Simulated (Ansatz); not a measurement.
Program: Ansatz. Geometries: PBE0-D4/def2-TZVP. ΔE: electronic, gas phase. CBS: MP2 limit from def2 TZ/QZ plus the TZ coupled-cluster correction, frozen cores. DFT in def2-TZVPP. One conformer a species, not always the lowest.

`CO[Si]OC` + `CNN` → `CNNC` + `CO[Si]O`  (substitution at a C–O bond)

(1) Is it downhill or uphill in electronic energy at CCSD(T)/CBS, and by how much? (Estimate.)

(2) What do these levels give: PBE-D4, revPBE-D4, r2SCAN0, CAM-B3LYP, CCSD(T)/def2-SVP, MP2/def2-TZVPP? (Estimate.)

Largest T1 diagnostic among the species: 0.014.

Results:

(1) The calculation gave: Downhill: ΔE = -42.5 kJ/mol.

(2) Computed: PBE-D4 -39.2, revPBE-D4 -38.5, r2SCAN0 -43.1, CAM-B3LYP -37.3, CCSD(T)/def2-SVP -42.0, MP2/def2-TZVPP -45.3 kJ/mol.

From BLYP to BHLYP (50 % exact exchange), in def2-TZVPP and without D4, ΔE moves by −3.5 kJ/mol. Leaving LDA and LC-ωPBE aside and taking each functional with its dispersion term where it has one, the values, not all of them listed here, spread over 13.3 kJ/mol, from PBE-QIDH to BLYP-D4. LDA lies −7.9 kJ/mol from PBE without D4.
